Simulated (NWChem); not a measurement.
Molecule: CH4Si, singlet; SMILES C[SiH]

Program: NWChem. Low-valent species are run as closed-shell singlets; no triplet was tried in these runs. Coordinates come from a PBE0/def2-SVP optimisation. Ions are spin-unrestricted doublets at the neutral geometry; other ion states weren't tried.

For level PBE/def2-SVP:

- −ε(HOMO) (eV): 5.20

Problem. What are these values for level PBE0/def2-SVP?

Solution. −ε(HOMO) (eV): 6.27
